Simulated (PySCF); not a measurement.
**Continuum solvent and chemical shifts**

Numbering as in the mapped SMILES `[CH3:1][O+:2]([CH3:3])[BH2-:4][CH:5]1[CH2:6][CH2:7][CH2:8]1`. Each H is labelled by its parent atom. Ha(C6), Ha(C7), Ha(C8) are cis to B4 on the ring; Hb(C6), Hb(C7), Hb(C8) are trans to B4 on the ring.

GIAO PBE0/pcSseg-1 in PySCF on one PBE0-D3(BJ)/def2-SVP conformer, non-relativistic, equivalent nuclei averaged. Solvents enter as an IEF-PCM continuum (cyclohexane with ε = 2.0, methanol with ε = 32.6) around the gas-phase geometry. Shifts are referred to TMS, BF3·OEt2 computed in the same medium.

Gas phase, δ in ppm: C1/C3 64.9, C6/C8 24.4, C5 22.8, C7 21.3, B4 8.5, H(C1)/H(C3) 3.35, H(B4) 3.10, Ha(C7) 2.23, Hb(C6)/Hb(C8) 2.03, Hb(C7) 1.67, H(C5) 1.44, Ha(C6)/Ha(C8) 1.40. Dipole moment 4.78 D.

**Question.** How does each δ change in the continuum?

**Answer.** 
| atoms | environment | Δδ, cyclohexane | Δδ, methanol |
| --- | --- | --- | --- |
| C1/C3 | methyl carbon bonded to O | +0.5 | +1.3 |
| C6/C8 | sp3 CH2 in a ring | +0.1 | +0.3 |
| C5 | sp3 CH bonded to B | +0.1 | +0.2 |
| C7 | sp3 CH2 in a ring | +0.1 | +0.2 |
| B4 | boron bonded to C, O, 2 H | -0.5 | -1.0 |
| H(C1)/H(C3) | hydrogen on a methyl carbon bonded to O | +0.07 | +0.16 |
| H(B4) | hydrogen on a boron bonded to C, O | -0.15 | -0.37 |
| Ha(C7) | hydrogen on an sp3 CH2 in a ring | -0.04 | -0.13 |
| Hb(C6)/Hb(C8) | hydrogen on an sp3 CH2 in a ring | -0.01 | +0.02 |
| Hb(C7) | hydrogen on an sp3 CH2 in a ring | -0.01 | +0.01 |
| H(C5) | hydrogen on an sp3 CH bonded to B | +0.03 | +0.09 |
| Ha(C6)/Ha(C8) | hydrogen on an sp3 CH2 in a ring | -0.04 | -0.11 |

Changes are relative to the gas phase. The dipole moment becomes 5.19 D in cyclohexane, 5.80 D in methanol.

**Question.** Which nuclei move most (in ppm), and what does the model miss?

**Answer.** C1/C3 (methyl carbon bonded to O, +1.3 ppm) in methanol. A continuum only polarises the solute; specific hydrogen bonds, the anisotropy of aromatic solvents and changes of geometry or conformer are outside it.
